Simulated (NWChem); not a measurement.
Correlation energy of SSn

```xyz
2

Sn     0.0000     0.0000     0.5388
S      0.0000     0.0000    -1.6838
```
Charge 0, spin multiplicity 1.

Everything below was run with NWChem. All single points use one geometry, from PBE0/def2-SVP with def2 effective core potentials on Sn, a minimum by its harmonic frequencies.

Basis set: def2-SVP. Each correlation energy counts from its own Hartree-Fock reference.

Effective core potentials replace the inner electrons of Sn; spin-orbit coupling is left out. The correlated methods keep 9 core orbitals frozen. The structure started from a generated list of species. No row is a measurement; the coupled-cluster row has its own basis-set and correlation limits.

```json
[
 {"method": "MP2", "correlation energy (mHa)": "…"},
 {"method": "SCS-MP2", "correlation energy (mHa)": "-207.8"},
 {"method": "CR-CCSD[T]", "correlation energy (mHa)": "…"},
 {"method": "CR-CCSD(T)", "correlation energy (mHa)": "-243.3"},
 {"method": "CCSD", "correlation energy (mHa)": "…"},
 {"method": "CCSD+T(CCSD)", "correlation energy (mHa)": "…"},
 {"method": "CCSD(T)", "correlation energy (mHa)": "-246.4"}
]
```

Task: Some entries are withheld; supply them.

Result: 
- MP2, correlation energy (mHa): -215.4
- CR-CCSD[T], correlation energy (mHa): -244.7
- CCSD, correlation energy (mHa): -232.9
- CCSD+T(CCSD), correlation energy (mHa): -248.2
